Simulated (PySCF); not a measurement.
**Which determinant of InF lies lowest?**

Unrestricted PBE0; In x2c-SVPall, F x2c-SVPall; spin-free X2C with a Gaussian nucleus (PySCF 2.14). Outer shells of the fragments: In 4d10 5s2 5p1; F 2s2 2p5.

Followed along the bond (rough minima from three points):

```
2Ms+1  unpaired  ⟨S²⟩ at the start  R at minimum (Å)  Te (eV)
    1      none               0.00              1.99     0.00
    3  σ ↑, π ↑               2.00              1.98     3.72
```

Solutions found at the starting distance of 2.005 Å, counted from the lowest of them; the search is not exhaustive and high or unbound solutions are not listed, so other states can lie among these:

```
2Ms+1  unpaired   term  E (eV)  ⟨S²⟩  ⟨Lz²⟩  μ (D)
    1      none    ¹Σ⁺    0.00  0.00   0.00  -2.87
    3  σ ↑, π ↑     ³Π    3.72  2.00   1.00  -2.85
    1  σ ↓, π ↑  mixed    4.29  1.01   1.00  -2.46
    3      σ ↑↑    ³Σ⁺    5.77  2.00   0.00  -2.03
    3      π ↑↑  mixed    6.66  2.01   2.01   2.20
    3      π ↑↑  mixed    6.77  2.01   2.01   2.24
    3  σ ↑, π ↑     ³Π    8.16  2.00   1.00   2.15
```

A term symbol is given only where ⟨S²⟩ and ⟨Lz²⟩ are close to those of a pure state; real π, δ and φ orbitals otherwise mix terms. A positive dipole means In(−)F(+).

Spin–orbit coupling is left out. Counting both spins, an empty level lies below a filled one in some of these solutions, because spin and occupation are held.
